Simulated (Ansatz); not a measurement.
Geometry optimisation of Ge₃F₈.

```yaml
crystal:
  periodic: [false, false, false]
  atoms:
    - {symbol: Ge, position_ang: [-1.183640, 1.953460, -0.329070]}
    - {symbol: F, position_ang: [-2.709220, 2.679890, 0.124070]}
    - {symbol: F, position_ang: [-1.156380, 2.197940, -2.061010]}
    - {symbol: F, position_ang: [-0.023490, 3.140850, 0.224070]}
    - {symbol: Ge, position_ang: [-0.644710, -0.466840, 0.439060]}
    - {symbol: F, position_ang: [-1.918980, -1.534230, -0.163950]}
    - {symbol: F, position_ang: [-1.008910, -0.588540, 2.164800]}
    - {symbol: Ge, position_ang: [1.643470, -1.620230, 0.013520]}
    - {symbol: F, position_ang: [3.015610, -0.796870, 0.721400]}
    - {symbol: F, position_ang: [2.097660, -1.694880, -1.675320]}
    - {symbol: F, position_ang: [1.888590, -3.270540, 0.542430]}
basis:
  gaussian: {orbitals: def2-SVP}
hamiltonian: {xc: pbe, dispersion: d4}
scf: {lower_state_search: "off"}
output: {orbitals: {seedname: orbitals}}
relax: {f_tol: 0.03, max_steps: 70}
```

```sh
$ ansatz run in.yaml --threads 4 --pin off --events-out ev --progress --plain --max-ram 6963MiB
```

Shortened log:

```
Functional definition: PBE
mean field -191213.49401258 eV, -7026.9662958012 hartree, gradient 4.5e-6 eV, S^2 0.000000; 0 other end points of the search recorded, 0 dependent functions left out
relax step   1: F+E_penalty+E_count = -191213.83041773 eV  Δ(F+E_penalty+E_count) = +0.000e0 eV  max|allowed force component| = 6.951e-1 eV/Å  Δτ_max = 0.0000 Å  (20 SCF iters, accepted)
mean field -191213.81402819 eV, -7026.9780561579 hartree, gradient 1.7e-6 eV, S^2 0.000000; 0 other end points of the search recorded, 0 dependent functions left out
relax step   2: F+E_penalty+E_count = -191214.16057171 eV  Δ(F+E_penalty+E_count) = -3.302e-1 eV  max|allowed force component| = 4.204e-1 eV/Å  Δτ_max = 0.1949 Å  (20 SCF iters, accepted)
mean field -191213.86639707 eV, -7026.9799806786 hartree, gradient 2.8e-6 eV, S^2 0.000000; 0 other end points of the search recorded, 0 dependent functions left out
relax step   3: F+E_penalty+E_count = -191214.22131359 eV  Δ(F+E_penalty+E_count) = -6.074e-2 eV  max|allowed force component| = 7.082e-2 eV/Å  Δτ_max = 0.1312 Å  (19 SCF iters, accepted)
mean field -191213.86756995 eV, -7026.9800237811 hartree, gradient 1.0e-6 eV, S^2 0.000000; 0 other end points of the search recorded, 0 dependent functions left out
relax step   4: F+E_penalty+E_count = -191214.22256892 eV  Δ(F+E_penalty+E_count) = -1.255e-3 eV  max|allowed force component| = 1.050e-2 eV/Å  Δτ_max = 0.0312 Å  (20 SCF iters, accepted)
Total energy: -191214.22261177 eV, -7026.9930713273 hartree
Atom 0 at    -1.077751     1.842892    -0.323705 Å, force    -0.002389     0.007763    -0.001269 eV/Å
Atom 1 at    -2.624181     2.435975     0.193516 Å, force     0.000736    -0.001947     0.000645 eV/Å
Atom 2 at    -1.027618     1.952141    -2.056303 Å, force    -0.000301    -0.005426    -0.001189 eV/Å
Atom 3 at     0.132483     2.929675     0.286544 Å, force     0.001499    -0.003986     0.003082 eV/Å
Atom 4 at    -0.627934    -0.455593     0.428650 Å, force     0.010501     0.007372    -0.007620 eV/Å
Atom 5 at    -1.843182    -1.485657    -0.285302 Å, force    -0.001685    -0.001113     0.005463 eV/Å
Atom 6 at    -0.887616    -0.496404     2.154494 Å, force    -0.004222    -0.003273    -0.000652 eV/Å
Atom 7 at     1.559863    -1.492588    -0.007043 Å, force     0.006273    -0.005065     0.000072 eV/Å
Atom 8 at     2.835340    -0.590262     0.751659 Å, force    -0.003445     0.002797     0.003287 eV/Å
Atom 9 at     1.899510    -1.513644    -1.710532 Å, force    -0.004969     0.002176    -0.001796 eV/Å
Atom 10 at     1.661085    -3.126525     0.568021 Å, force    -0.001998     0.000701    -0.000025 eV/Å
Dipole moment:    -0.052973    -0.037853     0.035173 e Å
Checks for a lower state left out: stability, starts, cluster_reference, orbital_swaps, neighbouring_geometries, increment
```

It took 11 s on 4 threads of Arm Neoverse V1 on a shared host.
